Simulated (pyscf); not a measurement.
HO–CH₂–CH₂–B(OH)–OH (SMILES OCCB(O)O), singlet

Gas-phase minimum from PySCF at ωB97X-D3(BJ)/def2-SVP, one conformer. HO–CH₂–CH₂–B(OH)–OH lies 26.4 kcal/mol over its isomer H₃C–CH₂–O–B(OH)–OH (electronic energy, ωB97M-D3(BJ)/def2-TZVP). 

```xyz
13

O     -1.5703     0.0600     0.6486
C     -0.1491     0.2039     0.6924
C      0.5698    -0.9427    -0.0172
B      0.0582    -1.1879    -1.5077
O     -1.1825    -0.7986    -1.9188
O      0.8895    -1.8133    -2.3950
H     -1.8077    -0.7137     1.1745
H      0.0620     1.1607     0.1888
H      0.1861     0.3123     1.7406
H      1.6579    -0.7627    -0.0237
H      0.4323    -1.8812     0.5546
H     -1.6631    -0.3959    -1.1734
H      0.4577    -1.9201    -3.2516
```
Charge 0, spin multiplicity 1.

Bonds (Å): O1–C2 1.429, O1–H7 0.965, C2–C3 1.528, C2–H8 1.102, C2–H9 1.106, C3–B4 1.595, C3–H10 1.103, C3–H11 1.108, B4–O5 1.364, B4–O6 1.367, O5–H12 0.974, O6–H13 0.965. Bond angles (°): C2–O1–H7 108.0, O1–C2–C3 112.2, O1–C2–H8 105.3, O1–C2–H9 109.9, C3–C2–H8 110.4, C3–C2–H9 111.8, H8–C2–H9 106.9, C2–C3–B4 113.5, C2–C3–H10 110.1, C2–C3–H11 109.7, B4–C3–H10 109.6, B4–C3–H11 108.2, H10–C3–H11 105.3, C3–B4–O5 122.0 (the first ones only).

Properties at ωB97X-D3(BJ)/def2-SVP:

* **Harmonic wavenumbers, unscaled**: 86, 190, 239, 326, 387, 435, 452, 582, 638, 754, 824, 855, 952, 998, 1038, 1097, 1130, 1148, 1240, 1292, 1376, 1414, 1435, 1443, 1487, 1508, 3050, 3059, 3127, 3137, 3709, 3872, 3892 cm⁻¹
* **Zero-point energy**: 67.4 kcal/mol
* **Rotational symmetry number**: 1
* **Entropy of this conformer at 298 K and 1 atm, rigid rotor and harmonic oscillator, modes under 100 cm⁻¹ raised to 100**: 333.5 J/(mol K)
* **Dipole moment**: 1.76 D

Single-point totals, which compare only within one level:

| level | total energy (hartree) |
|---|---|
| ωB97X-D3(BJ)/def2-TZVP | -331.30481 |
| PBE/def2-TZVP | -330.81291 |
| r²SCAN/def2-TZVP | -331.02718 |
| B3LYP-D3(BJ)/def2-TZVP | -331.22792 |
| PBE0-D3(BJ)/def2-TZVP | -330.83903 |
| M06-2X/def2-TZVP | -331.07305 |
| ωB97M-D3(BJ)/def2-TZVP | -331.28670 |

Soft torsions are taken as harmonic, which can shift the entropy by several J/(mol K).
